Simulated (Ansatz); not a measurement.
Relaxation of FGaH5NO (9 atoms, charge 0, multiplicity 1), to a largest force component of 0.03 eV/Å in at most 50 steps.

The calculation used Ansatz 0.2.0, RKS PBE0-D4/def2-SVP.

```xyz
9
Properties=species:S:1:pos:R:3:forces:R:3
Ga -0.144 -0.244 -0.141 0.05 0.08 0.03
H -0.052 -0.397 1.420 0.00 0.00 0.03
O 1.305 -0.280 -1.182 0.02 -0.01 0.05
H 2.137 -0.374 -0.707 -0.04 0.02 -0.03
N -1.707 -0.228 -1.030 -0.01 0.00 -0.01
H -2.605 -0.088 -0.587 -0.01 0.00 0.00
H -1.749 -0.088 -2.031 -0.01 0.01 -0.01
F -0.047 2.220 1.376 0.00 0.04 -0.16
H -0.053 1.416 1.834 0.00 -0.15 0.09
```

Problem. Where does it end, and by what steps?

Solution. The run converged. After 12 steps the energy has fallen by 0.045 eV; F8 moved furthest, 0.49 Å.

```
step  energy less start (eV)  largest force component (eV/Å)  accepted
   0                  0.0000                           0.156       yes
   1                 -0.0093                           0.562       yes
   2                 -0.0224                           0.625       yes
   3                 -0.0312                           0.290       yes
   4                 -0.0371                           0.188       yes
   5                 -0.0412                           0.259       yes
   6                 -0.0428                           0.089       yes
   7                 -0.0437                           0.088       yes
   8                 -0.0443                           0.176       yes
   9                 -0.0446                           0.032       yes
  10                 -0.0450                           0.031       yes
  11                 -0.0450                           0.027        no
  12                 -0.0452                           0.014       yes
```

```xyz
9
Properties=species:S:1:pos:R:3
Ga -0.160 -0.235 -0.058
H -0.098 -0.635 1.464
O 1.297 -0.161 -1.094
H 2.127 -0.287 -0.626
N -1.707 -0.198 -0.991
H -2.623 -0.158 -0.564
H -1.733 0.094 -1.961
F 0.005 1.957 0.972
H -0.023 1.559 1.810
```

Whether the end is a true minimum wasn't checked by a vibrational analysis.

Time of the run: 77 s on 2 threads of Intel(R) Xeon(R) Processor @ 2.50GHz (Skylake/Cascade Lake), on a shared host, peak memory 0.23 GiB.
